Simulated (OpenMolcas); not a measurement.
## Pb3+: effect of the active space

- Program: OpenMolcas
- Method: CASSCF or its RAS form
- Basis: ANO-RCC-VTZP
- Scalar Hamiltonian: DKH2, point nucleus
- Spin-orbit coupling: RASSI with atomic mean-field integrals over the reference wave functions, term energies averaged over their components

A. 1 electron in 4 orbitals (6s 6p); 2S+1 = 2 even, 1 root; 2S+1 = 2 odd, 3 roots; cost of the order of 8 core-seconds
B. 1 electron in 8 orbitals (6s 6p 7s 7p); 2S+1 = 2 even, 1 root; 2S+1 = 2 odd, 3 roots; cost of the order of 15 core-seconds
C. 1 electron in 9 orbitals (RAS2 6s 6p; RAS3 6d, at most 1 electron); 2S+1 = 2 even, 1 root; 2S+1 = 2 odd, 3 roots; cost roughly 13 core-seconds

Energies in cm-1 above 6s 2S 1/2, the measured ground level; measured values from Moore, Atomic Energy Levels, vol. III, NSRDS-NBS 35 (1971 reprint of NBS Circular 467, 1958).

```tsv
Level	A	B	C	Measured
6s 2S 1/2	0.0	0.0	0.0	0.0
6p 2P* 1/2	77099	77099	77099	
6p 2P* 3/2	93906	93906	93906	97219
```

Among A to C no level of the table moves by more than 5 cm-1.

Spin-orbit splittings of 6p shells tend to come out small when the coupling is added on scalar orbitals. With one active electron the reference holds no correlation, so core polarisation is missing. With one active electron outside closed inactive shells, the extra shells (7p 7s) add no correlation to the reference (holds for B). With one active electron outside closed inactive shells, the extra shells (6d) add no correlation to the reference (holds for C). Levels of configurations outside the active space are missing.

* marks odd parity.
